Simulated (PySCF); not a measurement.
Where the electron goes

Species: C7H5N.
SMILES with atom numbers: `[CH:1]#[C:2]/[CH:3]=[C:4](/[C:5]#[N:6])[CH:7]=[CH2:8]` (hydrogens: H9 on C1; H10 on C3; H11 on C7; H12, H13 on C8)

Computed, not measured: TDDFT B3LYP/def2-SVPD, vertical, gas phase, core orbitals frozen in the response in PySCF 2.14.0, density-fitted response routines. Geometry: PBE0-D3(BJ)/def2-SVP, one conformer, isolated molecule. Torsions of this conformer, `[CH:1]#[C:2]/[CH:3]=[C:4](/[C:5]#[N:6])[CH:7]=[CH2:8]`: C3–C4–C7–C8 180°.

Kohn–Sham orbitals with the atoms that hold most of them (Löwdin shares over 4%, at most four atoms; ? is withheld):

| orbital | ε (eV) | atoms |
| --- | --- | --- |
| LUMO+2 | -0.08 | C1 29%, C2 27%, C3 12%, H10 11% |
| LUMO+1 | -0.47 | C7 29%, C8 23%, N6 12%, C5 9% |
| LUMO | -2.78 | ? |
| HOMO | ? | C8 17%, C1 16%, C3 16%, C4 14% |
| HOMO-1 | -8.45 | ? |
| HOMO-2 | -8.75 | C7 26%, C8 20%, C2 11%, N6 11% |
| HOMO-3 | -9.66 | N6 23%, C2 22%, C5 18%, C1 15% |

(1) Which atoms hold the LUMO, and with what shares?

(2) Which atoms hold the HOMO-1, and with what shares?

(3) What is the HOMO energy, and the HOMO–LUMO gap?

## Answers

(1) C3 (bonded to 2 C and H) 22%; C4 (bonded to 3 C) 17%; C1 (bonded to C and H) 13%; C8 (bonded to C and 2 H) 13%.

(2) C1 (bonded to C and H) 42%; C2 (bonded to 2 C) 40%; C3 (bonded to 2 C and H) 7%.

(3) ε(HOMO) = -7.03 eV; the gap is 4.25 eV (0.1562 hartree).

Question: How does S1 compare with the orbital gap of 4.25 eV?

Answer: S1 is at 4.34 eV (f = 0.528), 0.09 eV above the gap, made of HOMO→LUMO (95%). 

Question: Give energy, strength and leading configuration of S1, S2, S3 and S6, and follow the Löwdin shares of the leading atoms from the occupied to the empty orbital.

Answer: 
- S1 (4.34 eV, f 0.528), HOMO→LUMO (95%): C8 17% → 13%, C1 16% → 13%, C3 16% → 22%, C4 14% → 17%
- S2 (4.45 eV, f 0.0000), HOMO-1→LUMO (99%): C1 42% → 13%, C2 40% → at most 13%, C3 7% → 22%, C4 at most 4% → 17%
- S3 (5.25 eV, f 0.033), HOMO-2→LUMO (80%): C7 26% → at most 13%, C8 20% → 13%, C3 at most 11% → 22%, C4 at most 11% → 17%
- S6 (6.11 eV, f 0.169), HOMO→LUMO+1 (73%): C8 17% → 23%, C1 16% → at most 9%, C7 at most 15% → 29%
